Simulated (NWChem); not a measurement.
System: C₄H₆Si; SMILES C#C[SiH2]C=C

```xyz
11

C      0.7175     2.6957     0.1002
C      0.1196     1.6367     0.0477
Si    -0.7687     0.0282    -0.0397
C      0.4115    -1.3558    -0.4654
C      0.5902    -2.4304     0.3112
H      1.2445     3.6324     0.1480
H     -1.4007    -0.2587     1.2823
H     -1.8345     0.1602    -1.0787
H      0.9810    -1.2876    -1.4018
H      0.0553    -2.5556     1.2597
H      1.2806    -3.2366     0.0383
```
Atoms are numbered in this order, from 1.

Computed with NWChem. Pople sets run with spherical d functions. Structure relaxed at the PBE0/def2-SVP level. Level: M06-2X/6-31G* with SMD (1 M gas to 1 M solution), gas-phase geometry. Reactions with the solvent are ignored.

Task: Order these by “solvation free energy (kcal/mol)”, lowest first: water; n-hexane; 1-octanol; dichloromethane.

Result: dichloromethane (-3.2), n-hexane (-1.7), 1-octanol (-1.0), water (1.8)
